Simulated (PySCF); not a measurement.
# Fine-structure interval of Ho(48+) by level of theory

Ho(48+) [Ar] 3d1 [3d3/2^1, M_J = 3/2] → Ho(48+) [Ar] 3d1 [3d5/2^1, M_J = 5/2], as a difference of total energies. Calculation: PySCF 2.14, in an uncontracted even-tempered set (15 s from 12 bohr⁻², ratio 2.8; 12 p from 16 bohr⁻², ratio 2.8; 8 d from 16 bohr⁻², ratio 2.8; 3 f from 48 bohr⁻², ratio 3); the two-component X2C-1e Hamiltonian. Correlated levels: [Ne] frozen; the 72 highest virtual spinors dropped. "Screened" scales the spin-orbit matrix elements by Boettger's factors to mimic the two-electron term; Breit and QED terms are absent.

```tsv
method	fine-structure interval (cm⁻¹)
GHF (screened spin-orbit)	391840
GMP2 (screened spin-orbit)	392230
GHF (bare spin-orbit)	461130
```
